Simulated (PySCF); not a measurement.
## Stretching KBr

Set-up: K def2-TZVPP, Br def2-TZVPP; no relativity (PySCF 2.14). Energies in eV from K + Br in their ground configurations at the same level. State: ¹Σ⁺ (singlet), closed shell.

All columns are BHandHLYP. A positive dipole means K(−)Br(+).

```tsv
R (Å)	E (eV)	μ (D)	Mulliken charge on K (basis-dependent)	HOMO (eV)	LUMO (eV)	Mayer bond order	⟨S²⟩
2.458	-3.189	-8.97	0.71	-7.25	-0.89	0.56	0.00
2.572	-3.525	-9.50	0.72	-7.13	-0.97	0.54	0.00
2.687	-3.708	-10.03	0.73	-6.99	-1.05	0.52	0.00
2.772	-3.773	-10.43	0.74	-6.89	-1.10	0.51	0.00
2.858	-3.794	-10.84	0.74	-6.79	-1.16	0.50	0.00
2.944	-3.781	-11.24	0.75	-6.70	-1.22	0.49	0.00
3.058	-3.726	-11.79	0.75	-6.57	-1.30	0.48	0.00
3.201	-3.617	-12.48	0.76	-6.43	-1.40	0.46	0.00
3.372	-3.453	-13.32	0.77	-6.26	-1.51	0.45	0.00
3.601	-3.212	-14.46	0.78	-6.04	-1.67	0.42	0.00
```

A fit through these points gives, at Re = 2.864 Å, μ = -10.86 D and dμ/dR = -4.74 D/Å; the reduced mass is 26.08 u.

Question: How strong is the fundamental in the double-harmonic approximation, I = 42.26·(dμ/dR)²/μred km/mol?

Answer: I = 42.26·(-4.74)²/26.08 = 36.4 km/mol at BHandHLYP.
